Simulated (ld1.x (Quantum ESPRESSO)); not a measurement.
**tellurium: one change to a TM potential, before and after**

```json
{"Element": "tellurium (Te)", "Generator": "ld1.x (Quantum ESPRESSO) 7.5", "Type": "norm-conserving Troullier–Martins (Kleinman–Bylander form)", "Functional": "LDA (PZ)", "Relativity": "scalar-relativistic", "Frozen core": "[Kr]", "Valence charge": "16", "Reference configuration": "4d10 5s2 5p4", "Partial waves": "5s (bound): rc 1.70 bohr; 5p (bound): rc 1.60 bohr; 4d (bound): rc 1.50 bohr", "Local potential": "all-electron potential smoothed inside 1.20 bohr (lloc = -1)", "Core correction": "none"}
```

Change: local potential all-electron potential smoothed inside 1.56 bohr (lloc = -1).

Cutoffs: the cutoffs (Ry, on a coarse ladder) from which the occupation-weighted sum of valence levels, in a spherical-Bessel basis at the reference potential, stays within 10 and 1 mRy of its value at 400 Ry; they do not see the model core or the augmentation charge, which bear on the density cutoff. Errors are all-electron minus pseudo energies relative to the spin-unpolarised reference configuration.

Problem. Predict the effect on cutoff, ghosts and configuration errors.

Solution. The potential gets neither clearly harder nor softer (100 Ry and 160 Ry → 100 Ry and 160 Ry); the bound ghosts move from p, s to s; of the 9 tests that both files solve, the error grows in 6 and shrinks in 2 by more than 15 % and 0.3 meV (median size 6.4 → 7.6 meV); the range in which the s phases agree widens (upper end 2.9 → at the end of the scan); the range in which the p phases agree narrows (upper end at the end of the scan → 0.1). In the separable form a ghost depends on how the local part lies against the semilocal potential of the channel, so the choice of the local part can create or remove one.

```csv
quantity,base,changed
"cutoff, loose",100 Ry,100 Ry
"cutoff, tight",160 Ry,160 Ry
loose cutoff by channel (10 mRy a level),"s 21 Ry, p 40 Ry, d 80 Ry","s 25 Ry, p 35 Ry, d 80 Ry"
bound ghosts,"s, p",s
"error for 4d10 5s2 5p3, meV [ΔE 9.92 eV]",-4.2,+6.9
"error for 4d10 5s2 5p2, meV [ΔE 28.09 eV]",-11,+36
"error for 4d10 5s2 5p1, meV [ΔE 55.32 eV]",-5.4,+72
"error for 4d10 5s2 5p3.5, meV [ΔE 3.98 eV]",-1.5,+1.1
"error for 4d10 5s0 5p6, meV [ΔE 18.92 eV]",-6.6,+24
"error for 4d10 5s2 5p4.3, meV [ΔE -1.52 eV]",+0.2,+0.9
"error for 4d10 5s2 5p0, meV [ΔE 92.23 eV]",+42,+7.3
"error for 4d10 5s2 5p4 (spin-polarised), meV [ΔE -0.48 eV]",+6.4,+7.6
"error for 4d10 5s2 5p3 (spin-polarised), meV [ΔE 8.60 eV]",+19,+20
s: phases at 1.85 bohr within 0.05 rad from the reference energy up to (Ry; the scan ends near 5),2.9,to the end of the scan
p: phases at 1.85 bohr within 0.05 rad from the reference energy up to (Ry; the scan ends near 5),to the end of the scan,0.1
d: phases at 1.85 bohr within 0.05 rad from the reference energy up to (Ry; the scan ends near 5),3.0,1.9
```

 A true bound ghost makes a file unfit for plane-wave use even where its test errors are small: the radial tests pick states by their node count and pass the ghost by.
